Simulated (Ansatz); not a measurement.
Stepwise reaction of `C[CH2][Mg][CH2]C` with hydrogen fluoride, as a gas-phase model of exchange steps in deposition or etching. ΔE in kJ/mol.

Program: Ansatz. Geometries: PBE0-D4/def2-TZVP. ΔE: electronic, gas phase. CCSD(T)/CBS adds triple-zeta CCSD(T) − MP2 to the extrapolated MP2 energy (def2 sets, frozen cores). This one scheme is used for every species. Functionals use def2-TZVPP. B3LYP here is the variant with VWN-RPA as its local correlation; programs differ in this. For Mg outer-core shells are correlated without core-valence functions, which leaves a few kJ/mol of doubt a bond. Each species was taken in one conformer, which may not be the lowest.

```csv
step,reaction,PBE-D4,B3LYP-D4,ωB97M-V,CCSD(T)/CBS
1,`C[CH2][Mg][CH2]C` + H–F → `C[CH2][Mg][F]` + `CC`,-218.0,-230.4,-225.6,-218.5
```

Question: Give the row of step 2, `C[CH2][Mg][F]` + H–F → `[F][Mg][F]` + `CC`. (An estimate is asked.)

Answer: Computed: 
```tsv
step	reaction	PBE-D4	B3LYP-D4	ωB97M-V	CCSD(T)/CBS
2	`C[CH2][Mg][F]` + H–F → `[F][Mg][F]` + `CC`	-195.0	-207.5	-203.5	-201.9
```

Question: By hand: ΔE of the 2 steps together at CCSD(T)/CBS.

Answer: (-218.5) + (-201.9) = -420.4 kJ/mol, or -210.2 kJ/mol a step.

In ΔE each step is higher than the one before. All are downhill at CCSD(T)/CBS. PBE-D4 differs from CCSD(T)/CBS by 0.5 to 6.9 kJ/mol a step. Isolated molecules leave out the surface, adducts and barriers. Largest T1 diagnostic: 0.012.
